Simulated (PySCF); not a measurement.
## Ga: ionisation energy

Ga [Ar] 3d10 4s2 4p1 (2P) → Ga⁺ [Ar] 3d10 4s2 (1S), as a difference of total energies. Computed with PySCF 2.14 in x2c-TZVPall (6s5p4d1f, 48 functions), with scalar relativity by spin-free X2C-1e. Correlated levels: valence: [Ar] 3d10 frozen. The calculations carry no spin-orbit coupling.

```tsv
method	ionisation energy (eV)
UHF	5.516
r2SCAN	6.092
M06-L	5.700
MP2 (valence)	5.721
SCS-MP2 (valence)	5.704
CCSD (valence)	5.780
CCSD(T) (valence)	5.803
```

Q: How much does correlation contribute at CCSD(T) (valence)?

A: 5.803 − (5.516) = 0.287 eV, measured against UHF.

Errors of the correlated levels include the incompleteness of this basis and the frozen core.

For comparison: 5.931 eV (measured; NIST levels, between the centres of gravity of the two terms).
